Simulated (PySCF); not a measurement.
Lowest empty level (eV) of eight silicon and germanium compounds: PBE beside HF, computed with PySCF for isolated molecules in the bases named; differences from unrounded values. The eight are the first of their class met in an unordered collection, after screening for sound electronic states; none was chosen by its value. Each molecule has one DFT geometry for both levels.

```json
[
 {"molecule": "GeH₇NOSi, SMILES [OH][GeH2][NH][SiH3]", "basis": "def2-TZVP", "HF": "2.94", "PBE": "-0.78", "difference": "-3.72"},
 {"molecule": "CH₄ClNOSi₂, SMILES Cl[Si@H]1OC=N[SiH2]1", "basis": "def2-TZVP", "HF": "2.42", "PBE": "-2.01", "difference": "-4.43"},
 {"molecule": "C2H2O3Si, SMILES O=C1OC(=O)[SiH2]1", "basis": "def2-TZVP", "HF": "1.59", "PBE": "-2.85", "difference": "-4.44"},
 {"molecule": "Si(F)2(OH)(SiH3) (F2H4OSi2), SMILES O[Si](F)(F)[SiH3]", "basis": "def2-TZVP", "HF": "3.06", "PBE": "-1.00", "difference": "-4.05"},
 {"molecule": "C3H11NSi2, SMILES C=C([SiH3])N(C)[SiH3]", "basis": "def2-TZVP", "HF": "3.15", "PBE": "-0.82", "difference": "-3.98"},
 {"molecule": "CH₃Cl₂NSi₂, SMILES N1[Si]([SiH2]C=1)(Cl)Cl", "basis": "def2-TZVP", "HF": "2.31", "PBE": "-2.77", "difference": "-5.08"},
 {"molecule": "Si(F)(OH)2(OSiH3) (FH5O3Si2), SMILES O[Si](O)(F)O[SiH3]", "basis": "def2-TZVP", "HF": "2.89", "PBE": "-0.98", "difference": "-3.87"},
 {"molecule": "C2H10Si4, SMILES [SiH3][SiH2][Si@@H]1C=C[SiH2]1", "basis": "def2-TZVP", "HF": "2.46", "PBE": "-1.91", "difference": "-4.36"}
]
```

PBE lies below HF in 8 and above it in 0 of the eight; the mean signed difference is -4.24 and the largest -5.08 eV.
